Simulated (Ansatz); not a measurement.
The same molecule with X = Ti, Zr, Hf. Ansatz, PBE0-D4/def2-TZVP geometries, multiplicity 1. Each molecule was computed in one conformer, which needn't be the lowest.

Elements past krypton have def2 core potentials. Scalar relativity is left out up to krypton.

```csv
X,molecule,mean X–N bond length / Å,mean X–O bond length / Å,HOMO energy (B3LYP/def2-TZVPP) / eV,LUMO energy (PBE/def2-TZVPP) / eV,LUMO energy (PBE0/def2-TZVPP) / eV
Zr,`CC(C)[NH][Zr]([OH])([OH])[NH]C(C)C`,2.046,1.948,-6.02,-0.66,0.09
Hf,`CC(C)[NH][Hf]([OH])([OH])[NH]C(C)C`,2.050,1.943,-5.75,-0.55,0.17
```

Problem. Give the row for X = Ti, `CC(C)[NH][Ti]([OH])([OH])[NH]C(C)C`. (An estimate is asked.)

Solution. Computed: 
| X | molecule | mean X–N bond length / Å | mean X–O bond length / Å | HOMO energy (B3LYP/def2-TZVPP) / eV | LUMO energy (PBE/def2-TZVPP) / eV | LUMO energy (PBE0/def2-TZVPP) / eV |
| --- | --- | --- | --- | --- | --- | --- |
| Ti | `CC(C)[NH][Ti]([OH])([OH])[NH]C(C)C` | 1.887 | 1.812 | -6.03 | -1.90 | -0.84 |

From Ti to Hf the mean X–N bond length rises at each step, by 0.163 Å in all; the mean X–O bond length isn't monotonic: highest at Zr, lowest at Ti; the HOMO energy (B3LYP/def2-TZVPP) rises at each step, by 0.28 eV in all; the LUMO energy (PBE/def2-TZVPP) rises at each step, by 1.35 eV in all; the LUMO energy (PBE0/def2-TZVPP) rises at each step, by 1.01 eV in all.

B3LYP here is the variant with VWN-RPA as its local correlation; programs differ in this.
